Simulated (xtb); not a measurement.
CHO3 (SMILES O=C([O-])O), charge -1, singlet, at a GFN2-xTB geometry. Base run: xtb 6.7.1 with GFN0-xTB.

Input for xtb:
```
$ xtb mol.xyz --gfn 0 --chrg -1 --json

# file mol.xyz
5

O      1.13393356    -0.59547373     0.06006873
C     -0.17204899     0.04624794    -0.01054587
O     -0.11749047     1.27346465     0.03311655
O     -1.10808714    -0.72896887    -0.10125746
H      1.76544629     0.13033604     0.12785263
```

Variants of this job, named by their change:

```csv
change,ΔE vs base (kcal/mol),HOMO-LUMO gap (eV)
base,0.000,5.56
acc = 30,0.000,5.56
acc = 0.1,0.000,5.56
acc = 1000,0.000,5.56
```
